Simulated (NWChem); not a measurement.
hexanethiol (C6H14S); SMILES CCCCCCS

```xyz
21

C     -0.4820     4.3277     0.0000
C      0.4254     3.0929     0.0000
C     -0.3536     1.7710     0.0000
C      0.5489     0.5298     0.0000
C     -0.2384    -0.7887     0.0000
C      0.6787    -2.0140     0.0000
S     -0.3418    -3.5553     0.0000
H     -1.1305     4.3431    -0.8848
H      0.1033     5.2543     0.0000
H     -1.1305     4.3431     0.8848
H      1.0859     3.1238    -0.8783
H      1.0859     3.1238     0.8783
H     -1.0147     1.7396    -0.8788
H     -1.0147     1.7396     0.8788
H      1.2089     0.5606    -0.8794
H      1.2089     0.5606     0.8794
H     -0.8940    -0.8254    -0.8804
H     -0.8940    -0.8254     0.8804
H      1.3192    -2.0103     0.8878
H      1.3192    -2.0103    -0.8878
H      0.6856    -4.4318     0.0000
```
Atoms are numbered in this order, from 1.

Computed with NWChem. Pople sets run with spherical d functions. Structure relaxed at the B3LYP/6-31G* (spherical d) level. Not confirmed as a minimum by frequencies. Absolute isotropic GIAO shieldings of the C sites, static isolated molecule.

```
row  σ, Hartree-Fock/6-31G* (ppm)  σ, KT2/pcSseg-1 (ppm)
---  ----------------------------  ---------------------
C3                          170.4                  146.0
C4                          171.2                  147.6
C5                          172.5                  148.8
C6                          174.9                  150.9
C2                          177.5                  154.9
C1                          184.5               withheld
```

Fit a straight line of the last column on the one before it, predict the withheld value, and compare with the run.


1. Means of the 5 shown rows: x = 173.30, y = 149.64. Slope Σ(x − x̄)(y − ȳ)/Σ(x − x̄)² = 39.62/33.66 = 1.177; intercept -54.33.
2. The shown rows scatter about the line by 0.38 (root mean square); the largest residual is -0.6, at C6.
3. At x = 184.5 (C1; beyond the shown range) the line gives 162.8.
4. The run gives 167.1, +4.3 from the line, 11.2 times the scatter.
